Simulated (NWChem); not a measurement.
Species: GeSiH$_{4}$F$_{2}$; SMILES F[SiH](F)[GeH3]

```xyz
8

Si     0.0000    -1.0433    -0.4022
F      1.3155    -1.7144     0.2990
F     -1.3159    -1.7137     0.2989
Ge     0.0001     1.2955     0.0514
H      0.0000    -1.4421    -1.8470
H     -1.2581     1.9564    -0.5685
H      1.2632     1.9553    -0.5597
H     -0.0053     1.5345     1.5817
```
Atoms are numbered in this order, from 1.

All runs: NWChem. The geometry was optimised at PBE-D3(BJ)/def2-SVP.

For level PBE/def2-SVP:

| Item | Result |
|---|---|
| highest occupied level (eV) | -7.25 |
| dipole (D) | 1.56 |

Task: How do the values read with level PBE/pcseg-1 instead?

Result: The highest occupied level (eV) is -7.46 and the dipole (D) is 1.88.
